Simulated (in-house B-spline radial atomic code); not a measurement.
## Ionising Sm⁵⁴⁺ with different functionals

Computed with an all-electron radial atomic-structure program (B-spline basis): scalar-relativistic (spin-free X2C) Hamiltonian, Fermi nucleus of rms radius 5.0819 fm, spin-polarised at highest spin, spherical fractional occupations for the functionals, the average over the highest-spin determinants for Hartree-Fock. The ionisation energy is the difference of two self-consistent energies, [He] 2s2 2p4 → [He] 2s2 2p3, without Breit or QED terms; ε is the level of the shell that loses the electron (its least bound occupied spin orbital). There is no spin-orbit coupling in this Hamiltonian.

Hybrids are left out here: with spherical fractional occupations of an open shell their exact exchange keeps a self-interaction that integer-occupation calculations don't have.

```
      method          rung  ΔSCF (eV)  -ε(2p) (eV)
Hartree-Fock  Hartree-Fock    11233.1      11235.6
        RPBE           GGA    11229.4      11099.5
      r2SCAN      meta-GGA    11224.1      11100.4
     revTPSS      meta-GGA    11226.3      11098.1
```

(1) Among the functionals, which spreads more, the ΔSCF values or the orbital energies?

(2) How do they compare with the NIST value?

Results:

(1) The ΔSCF values: ΔSCF values span about 5.2 eV and the orbital energies 2.3 eV.

(2) NIST lists 11060 eV ± 5 (tabulated theory, ground level to ground level). Errors run from +164.1 to +173.1 eV. The correlated functionals all miss on the same side by more than they spread, so the cause is common to them (spin-orbit coupling, Breit-QED terms, multiplet and fine-structure energies, or a listed next ion that isn't the cheapest removal here) and closeness doesn't rank the functionals. Hartree-Fock also lacks correlation.
